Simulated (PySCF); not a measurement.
## Computed properties of Si(H)(Cl)(vinyl)(NH2) (C₂H₆ClNSi), SMILES C=C[SiH](Cl)N

Si(H)(Cl)(vinyl)(NH2) (C₂H₆ClNSi), SMILES C=C[SiH](N)Cl. The structure is a stationary point at PBE0-D3(BJ)/def2-SVP. Other conformers were not sampled. All values are computed for the isolated molecule unless a solvent is named; none is compared with measurement here.

**Structure.** All 27 harmonic modes at PBE0-D3(BJ)/def2-SVP (PySCF) are real, so it is a minimum. With heavy atoms numbered as in [SiH:1]([NH2:2])([Cl:3])[CH:4]=[CH2:5], the shortest bond between them is C4–C5 at 1.337 Å and the longest Si1–Cl3 at 2.096 Å.

**Vibrations.** The strongest infrared lines (harmonic, unscaled, degenerate partners summed) lie at 922 cm⁻¹ (210 km/mol, H 65 %, Si 20 %, N 15 %), 452 cm⁻¹ (146 km/mol, H 65 %, N 28 %), 835 cm⁻¹ (139 km/mol, H 83 %, Si 12 %). The softest mode is at 88 cm⁻¹ and the zero-point energy is 50.1 kcal/mol.

**Electronic structure.** ωB97X/def2-TZVP (PySCF) places the frontier levels at -10.33 and 1.42 eV, a gap of 11.75 eV, and gives a dipole moment of 1.84 D and a mean polarisability of 66.2 bohr³. PBE/def2-TZVP (PySCF) at the same geometry gives -6.44 and -1.74 eV, so its gap is 7.05 eV narrower. An orbital gap is neither the optical nor the fundamental gap.

**Excitations.** TDA-CAM-B3LYP/def2-SVPD (PySCF) has S1 at 6.63 eV (187 nm, f = 0.024, weak); the most intense of the 10 singlets computed lies at 7.55 eV (f = 0.28). T1 (TDA) is at 4.20 eV, 2.43 eV under S1. TDA-PBE/def2-SVPD (PySCF) puts S1 at 4.81 eV. No vertical singlet excitation falls in the visible range (under 3.1 eV).

**NMR.** GIAO shifts at KT2/pcSseg-1 (PySCF) (non-relativistic, atoms alike by connectivity averaged): ¹³C from 130.3 to 140.6 ppm against TMS; ¹H from 1.4 to 6.6 ppm against TMS; ²⁹Si at -12.6 ppm against TMS. Without spin–orbit terms, shifts of atoms bonded to Cl or Br come out too high.

**Solvation.** SMD-PBE0/6-31G* (PySCF) gives -1.9 kcal/mol in water, -4.8 kcal/mol in chlorobenzene, -5.6 kcal/mol in dichloromethane (1 M in both phases, gas-phase geometry); of these solvents dichloromethane holds the molecule best.
